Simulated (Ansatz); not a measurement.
Correlation energies of GeH12Si4, SMILES `[SiH3][SiH2][GeH2][SiH2][SiH3]` by basis set

```xyz
17

Si   -1.195    0.365   -2.356
Si    0.641   -0.907   -1.671
Ge    1.867    0.304   -0.026
Si    0.363    1.070    1.655
Si   -0.955   -0.715    2.387
H    -0.729    1.662   -2.915
H    -1.997   -0.342   -3.391
H    -2.069    0.644   -1.184
H     1.508   -1.236   -2.836
H     0.165   -2.183   -1.067
H     2.942   -0.599    0.609
H     2.581    1.499   -0.685
H    -0.510    2.123    1.067
H     1.109    1.666    2.798
H    -1.714   -1.274    1.236
H    -1.921   -0.289    3.435
H    -0.087   -1.788    2.943
```

Total charge 0; spin multiplicity 1. Correlated methods include outer-core shells of Ge, which these sets cover unevenly. Scalar relativity is left out up to krypton. The structure was optimised at the PBE0-D4/def2-TZVP level. It is one conformer, not always the lowest. Frozen core, restricted reference, Ansatz 0.2.0.

```
     basis      HF (Eh)  MP2 corr.  CCSD corr.       (T)  CCSD(T) total
  def2-SVP  -3237.44668   -0.64673           ?         ?              ?
def2-TZVPP            ?   -0.77685           ?  -0.03205              ?
def2-QZVPP  -3238.19829   -1.07802           –         –              –
```

(1) Fill in the withheld values. (Estimate.)

Results:

(1) The calculation gave: def2-SVP CCSD corr.: -0.74053; def2-SVP (T): -0.02155; def2-SVP CCSD(T) total: -3238.20876; def2-TZVPP HF (Eh): -3238.12106; def2-TZVPP CCSD corr.: -0.87294; def2-TZVPP CCSD(T) total: -3239.02605.
